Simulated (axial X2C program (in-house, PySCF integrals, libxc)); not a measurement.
# Testing model relations on SeH

A bond curve at the PBE0 level, 2c, was computed with an in-house all-electron X2C program for linear molecules (integrals from PySCF) (basis Se dyall-v3z [8s9p6d1f], H dyall-v3z [6s2p1d] (cores contracted in-house)) for the state Ω = 3/2 (⟨Sz⟩ = 0.50, ⟨Lz⟩ = 1.00 at PBE0). Its fit gives Re = 1.4701 Å, ωe = 2420.9 cm⁻¹, ωexe = 37.2 cm⁻¹ and αe = 2.041e-01 cm⁻¹; the masses are 79.9165 and 1.0078 u. Two-component means X2C with spin–orbit coupling and atomic mean-field Coulomb and Gaunt terms.

Q: Find the reduced mass, Be and the force constant.

A: From the PBE0 values: μ = 0.9952 u. Be = 16.8576/(μ Re²) = 7.837 cm⁻¹. k = 5.8918×10⁻⁷ μ ωe² = 3.44 mdyn/Å.

Q: Where do the fundamental and the first overtone lie?

A: ν(1←0) = ωe − 2ωexe = 2346.5 cm⁻¹; ν(2←0) = 2ωe − 6ωexe = 4618.6 cm⁻¹.

Q: Estimate the centrifugal constant by the Kratzer relation.

A: D = 4Be³/ωe² = 3.29e-04 cm⁻¹.

Q: A Morse curve ties αe to the other constants (Pekeris). How well does that hold?

A: αe(Morse) = 6Be²/ωe × (√(ωexe/Be) − 1) = 1.794e-01 cm⁻¹; the PBE0 curve gives 2.041e-01 cm⁻¹, a ratio of 0.88.

Q: Estimate De from a Morse curve and compare with the computed well depth of 3.313 eV to Se + H.

A: De(Morse) = ωe²/(4ωexe) = 4.883 eV against 3.313 eV computed, a ratio of 1.47. The extrapolation overshoots: the well softens faster than a Morse curve, or the lowest atomic limit lies below the one to which the curve heads.

The state is one determinant whose occupation by symmetry is held fixed; it was picked as the lowest of a PBE0 search that is not exhaustive. Dissociation energies refer to the lowest single-determinant-based atoms at the same level and basis. Density functionals use the spin component along the axis (collinear). The functionals have no current-density term, which raises determinants with orbital currents, atoms included.
